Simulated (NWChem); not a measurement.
Molecule: AlGeH5O2; SMILES [OH][Al]([OH])[GeH3]

```xyz
9

Al    -0.0010    -1.0785    -0.0024
Ge    -0.0023     1.3719    -0.0001
H      0.9251     1.9524    -1.1034
H     -1.4214     1.9558    -0.2349
H      0.5083     1.9455     1.3516
O      1.5249    -1.8702     0.0006
H      1.6757    -2.8277     0.0063
O     -1.5183    -1.8871     0.0005
H     -1.6541    -2.8470     0.0079
```
Atoms are numbered in this order, from 1.

Program: NWChem. The geometry was optimised at PBE-D3(BJ)/def2-SVP. Total energies compare along this basis series because the functional is fixed.

```json
[
 {"level": "Hartree-Fock/pcseg-1", "basis functions": "98", "energy (Ha)": "-2469.6970", "highest occupied level (eV)": "-10.69", "orbital gap (eV)": "12.60", "dipole (D)": "3.03"},
 {"level": "Hartree-Fock/aug-pcseg-1", "basis functions": "154", "energy (Ha)": "-2469.7172", "highest occupied level (eV)": "-10.67", "orbital gap (eV)": "?", "dipole (D)": "?"},
 {"level": "Hartree-Fock/pcseg-2", "basis functions": "207", "energy (Ha)": "-2470.1218", "highest occupied level (eV)": "-10.60", "orbital gap (eV)": "12.37", "dipole (D)": "2.89"},
 {"level": "Hartree-Fock/STO-3G", "basis functions": "42", "energy (Ha)": "-2441.4414", "highest occupied level (eV)": "-8.12", "orbital gap (eV)": "17.31", "dipole (D)": "2.43"},
 {"level": "Hartree-Fock/def2-SVP", "basis functions": "103", "energy (Ha)": "-2469.5731", "highest occupied level (eV)": "-10.53", "orbital gap (eV)": "12.83", "dipole (D)": "3.28"}
]
```

### Question
What belongs in the gaps?

### Answer

- Hartree-Fock/aug-pcseg-1, orbital gap (eV): 11.07
- Hartree-Fock/aug-pcseg-1, dipole (D): 2.72
